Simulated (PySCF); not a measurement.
# Se⁺ (selenium, charge +1): LDA calculation

Configuration: [Ar] 3d10 4s2 4p3, high-spin 4S determinant. Calculation: PySCF 2.14, in 6-31G* (5s4p3d, 32 functions); the non-relativistic Hamiltonian (point nucleus).

- Total energy: -2397.398 hartree
- One-electron energy: -3328.541 hartree
- Hartree (Coulomb) energy: 1014.511 hartree
- Exchange-correlation energy: -83.368 hartree
- Kinetic energy: 2397.10589 hartree
- ⟨S²⟩: 3.7503
- ⟨L²⟩: 0.000
- Sum of ⟨r⟩: 22.41 bohr
- Sum of ⟨r²⟩: 30.95 bohr²
- Density at the nucleus (Gaussians lack the cusp): 25500 bohr⁻³
- Spin density at the nucleus: 0.118 bohr⁻³
- Langevin diamagnetic susceptibility: -24.5 ×10⁻⁶ cm³/mol
- Time after the integrals: 0.25 s of wall time on 1 thread of Neoverse-N1 (shared host)

```json
{"shell": "1s α", "electrons": "1", "mean orbital energy (eV)": "-12291.2", "rms radius, mean of both spins (bohr)": "0.0521"}
{"shell": "1s β", "electrons": "1", "mean orbital energy (eV)": "-12291.1", "rms radius, mean of both spins (bohr)": "0.0521"}
{"shell": "2s α", "electrons": "1", "mean orbital energy (eV)": "-1571.6", "rms radius, mean of both spins (bohr)": "0.217"}
{"shell": "2s β", "electrons": "1", "mean orbital energy (eV)": "-1571.5", "rms radius, mean of both spins (bohr)": "0.217"}
{"shell": "2p α", "electrons": "3", "mean orbital energy (eV)": "-1414.1", "rms radius, mean of both spins (bohr)": "0.191"}
{"shell": "2p β", "electrons": "3", "mean orbital energy (eV)": "-1414.0", "rms radius, mean of both spins (bohr)": "0.191"}
{"shell": "3s α", "electrons": "1", "mean orbital energy (eV)": "-216.36", "rms radius, mean of both spins (bohr)": "0.627"}
{"shell": "3s β", "electrons": "1", "mean orbital energy (eV)": "-216.12", "rms radius, mean of both spins (bohr)": "0.627"}
{"shell": "3p α", "electrons": "3", "mean orbital energy (eV)": "-162.13", "rms radius, mean of both spins (bohr)": "0.643"}
{"shell": "3p β", "electrons": "3", "mean orbital energy (eV)": "-161.85", "rms radius, mean of both spins (bohr)": "0.643"}
{"shell": "3d α", "electrons": "5", "mean orbital energy (eV)": "-65.277", "rms radius, mean of both spins (bohr)": "0.704"}
{"shell": "3d β", "electrons": "5", "mean orbital energy (eV)": "-64.891", "rms radius, mean of both spins (bohr)": "0.704"}
{"shell": "4s α", "electrons": "1", "mean orbital energy (eV)": "-27.411", "rms radius, mean of both spins (bohr)": "1.89"}
{"shell": "4s β", "electrons": "1", "mean orbital energy (eV)": "-24.949", "rms radius, mean of both spins (bohr)": "1.89"}
{"shell": "4p α", "electrons": "3", "mean orbital energy (eV)": "-16.507", "rms radius, mean of both spins (bohr)": "2.25"}
```
